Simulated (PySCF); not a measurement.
W(NCO)F5, CF₅NOW (singlet state).
SMILES: `O=C=[N][W]([F])([F])([F])([F])[F]`

Method used: PBE0-D3(BJ)/def2-SVP geometry optimisation, gas phase, def2 core potentials past Kr in PySCF.

Masses are those of the commonest isotopes; rigid-rotor values at the optimised geometry. 

Task: What are A, B and C (cm⁻¹)?

Result: Ia = 258.99, Ib = 632.72, Ic = 632.77 u·Å²; 505379 MHz·u·Å²/I gives 1951, 798.7 and 798.7 MHz, that is A = 0.06509, B = 0.02664, C = 0.02664 cm⁻¹.

Task: What kind of rotor is it?

Result: A prolate symmetric top, as the point group C4v requires two equal moments; Ray's κ = -1.000.

Task: Where do the R-branch lines fall?

Result: The dipole of 1.99 D lies along the symmetry axis, so ΔK = 0 and J+1 ← J falls at 2B(J+1) for every K: 1.60 GHz, 3.19 GHz, 4.79 GHz, 6.39 GHz, 7.99 GHz for J = 0 to 4.

PBE0-D3(BJ)/def2-SVP frequencies: not computed here. Constants of a rigid frame at the computed geometry: no zero-point averaging, no centrifugal distortion.
